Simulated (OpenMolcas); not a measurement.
What dynamic correlation does to the levels of Se4+

| Item | Value |
| --- | --- |
| Program | OpenMolcas |
| Basis | ANO-RCC-VTZP [6s5p3d1f] |
| Scalar Hamiltonian | DKH2, point nucleus |
| Active space | 2 electrons in 9 orbitals (RAS2 4s 4p; RAS3 4d, at most 2 electrons) |
| State averaging | 2S+1 = 3 even, 3 roots; 2S+1 = 1 even, 7 roots; 2S+1 = 3 odd, 3 roots; 2S+1 = 1 odd, 3 roots |
| Spin-orbit coupling | RASSI with atomic mean-field integrals over the reference wave functions, term energies averaged over their components |

Methods on the same reference wave functions:
A. RASSCF
B. SS-RASPT2, IPEA 0.25 Eh, imaginary shift 0.1 Eh (closed shells correlated: 3d)
C. MS-RASPT2, IPEA 0.25 Eh, imaginary shift 0.1 Eh (closed shells correlated: 3d)
D. XMS-RASPT2, IPEA 0.25 Eh, imaginary shift 0.1 Eh (closed shells correlated: 3d)

Energies in cm-1 above 4s2 1S0, the measured ground level; measured values from the list in Rauch et al., Astron. Astrophys. 606, A105 (2017).

```
      Level       A       B       C       D  Measured
    4s2 1S0     0.0     0.0     0.0     0.0       0.0
4s 4p 3P* 0   85782   87020   87040   87160     89749
4s 4p 3P* 1   87225   88460   88480   88600     91350
4s 4p 3P* 2   90389   91630   91650   91760     94960
4s 4p 1P* 1  133127  132920  132940  133000    131733
    4p2 1D2  208014  209730  209750  209850    213203
    4p2 3P0  208749  210080  210100  210200    211794
    4p2 3P1  210662  212020  212040  212140    214091
    4p2 3P2  214283  215690  215700  215810    218615
```

Deviations, from unrounded energies. A percentage is the sum of absolute deviations over the sum of measured energies, with the sign that they share, or ± where signs differ.

```tsv
Against measurement	Levels	A	B	C	D
mean absolute deviation (cm-1)	8	3800	2500	2500	2400
other configurations (%)	8	±2.4	±1.6	±1.6	±1.5
```

B, C, D lie about equally close to measurement and A furthest from it. The largest miss of D in the table is 4p2 1D2, by -3300 cm-1. The ranking rests on the paired levels alone, and a cruder setting can come out closer through cancelling errors.

Among B to D the level of the table that moves most is 4s 4p 3P* 0, by 130 cm-1 (lowest in B, highest in D). Moves below CASPT2's spread within the term are not significant.

The lowest spin-free term lies below A's lowest term by 0.041 hartree in B, 0.041 hartree in C, 0.042 hartree in D.

CASPT2 does not keep the components of a term degenerate, so their means are used; among the terms shown or strongly mixed into the levels shown the widest spread is 11 cm-1 (4p2 1D, D). Active for correlation alone: 4d; no level in the range computed is led by a configuration that fills it, so any true level of that kind is missing. Some terms mix strongly with configurations of 4d, whose occupation reaches 0.21 (4p2 1D). Computed and measured levels are paired by configuration, term and J; levels that our copy of the source lacks, or whose pairing is in doubt (as where it misses far off the trend of its configuration), stay unpaired and out of the deviations. Levels of configurations outside the active space are missing. Levels that lie high or do not pair safely by name in every column are left out.

* marks odd parity.
